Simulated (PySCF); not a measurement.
**Two-dimensional NMR puzzle**

Compound of formula C₉H₁₃N. Correlations simulated from computed shifts and the bond graph:

HSQC (one-bond C–H):
```tsv
δH	δC
7.51	135.1
6.90	120.3
6.68	114.4
3.53	49.6
3.05	40.3
1.06	10.8
```

COSY cross peaks (H two or three bonds apart, from the bond graph; peaks can be absent where the dihedral angle is near 90°):
```tsv
δH	δH
7.51	6.90
7.51	6.68
3.53	1.06
```

HMBC (two and three bonds, from the bond graph):
```tsv
δH	δC
7.51	150.9, 135.1, 120.3, 114.4
6.90	135.1, 114.4
6.68	150.9, 135.1, 120.3, 114.4
3.53	150.9, 40.3, 10.8
3.05	150.9, 49.6
1.06	49.6
```

Carbons without hydrogens: δ 150.9.

PySCF 2.14 calculation with structure optimised with GFN2-xTB and shielding tensors at PBE0/pcSseg-1 (GIAO); equivalent nuclei averaged, relativity neglected, gas phase, one computed conformer.

Chemical shifts δ = σref − σ; ¹H and ¹³C against TMS, all at this level.

Exchangeable hydrogens are left out of these lists.

Question: Which molecule is this?

Answer: `N(CC)(C)c1ccccc1`.

Atom-mapped SMILES (the numbers label the heavy atoms): `[CH3:1][CH2:2][N:3]([CH3:4])[c:5]1[cH:6][cH:7][cH:8][cH:9][cH:10]1`. Hydrogens are named by the atom that carries them.

1. δC 150.9 is C5, an aromatic carbon bearing nitrogen.
2. δC 135.1 is C7/C9, an aromatic CH (δH 7.51).
3. δC 120.3 is C8, an aromatic CH (δH 6.90).
4. δC 114.4 is C6/C10, an aromatic CH (δH 6.68).
5. δC 49.6 is C2, an sp3 CH2 bonded to N (δH 3.53).
6. δC 40.3 is C4, a methyl carbon bonded to N (δH 3.05).
7. δC 10.8 is C1, a methyl carbon (δH 1.06).
8. HMBC from δH 7.51 reaches the proton-free carbon C5.
9. HMBC from δH 6.68 reaches the proton-free carbon C5.
10. HMBC from δH 3.53 reaches the proton-free carbon C5.
11. HMBC from δH 3.05 reaches the proton-free carbon C5.
12. COSY links 7.51–6.90, 7.51–6.68, 3.53–1.06.

The data come from this structure; uniqueness wasn't tested.

Shifts are as computed. Against solution values, carbons near 30 ppm lie about +3 ppm off and those near 130 ppm about +5 ppm. Of 1211 compounds with measured shifts, 218 miss one by over three times the rms of a fit or turn the order of signals round; such compounds aren't used in these exercises.
